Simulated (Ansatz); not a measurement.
The same path of H2Se + H4OSi (9 atoms, charge 0, multiplicity 1) was run 3 times with different band settings. Lost on the way: Si1–H2, H6–Se7. Made: Si1–Se7, H2–H6.

All numbers below come from UKS PBE-D4/def2-SVP (Ansatz 0.2.0).

Relaxed end points:

```xyz
9
Properties=species:S:1:pos:R:3
Si -1.106 -0.894 0.354
H -0.145 -1.590 -0.586
H -2.456 -1.535 0.223
H -0.586 -1.126 1.754
O -1.307 0.728 -0.012
H 2.217 0.178 0.061
Se 1.997 1.628 -0.172
H -0.459 1.227 0.006
H 1.845 1.385 -1.628
```

```xyz
9
Properties=species:S:1:pos:R:3
Si -0.628 0.178 0.251
H 1.554 -2.799 -0.099
H -0.993 -0.837 -0.785
H -0.385 -0.453 1.596
O -1.908 1.263 0.242
H 1.729 -2.059 -0.224
Se 1.408 1.158 -0.204
H -1.787 2.042 0.815
H 1.010 1.508 -1.592
```

Common settings: climbing image yes; spring 5.0 eV/Å²; optimiser quadratic models (default); start path through a guess of the saddle point; iteration limit 60; end points relaxed.

| run | movable images | force threshold |
| --- | --- | --- |
| 1 | 7 | 0.03 eV/Å |
| 2 | 1 | 0.03 eV/Å |
| 3 | 7 | 0.5 eV/Å |

What does each run give, and how far can it be trusted?

Run 1: converged after 18 iterations, highest image 1.477 eV above the first end. A vibrational analysis at the climbing image gives one clearly imaginary mode, 894i cm⁻¹: a first-order saddle point.
Run 2: converged after 15 iterations, highest image 1.477 eV above the first end. Neighbouring images differ by up to 1.8 eV, so the band resolves the path poorly. Another band between the same ends (7 images) ends at a top of the same energy, where a vibrational analysis finds 1 clearly imaginary mode. So few images can step over the top or miss a turn of the path.
Run 3: converged after 7 iterations, highest image 1.565 eV above the first end. The threshold of 0.5 eV/Å is loose, so the images may lie well off the minimum-energy path. The order of the stationary point at the top wasn't checked.
The orbitals stay closed-shell, which can raise the energy where a bond breaks towards radicals; this wasn't checked here.
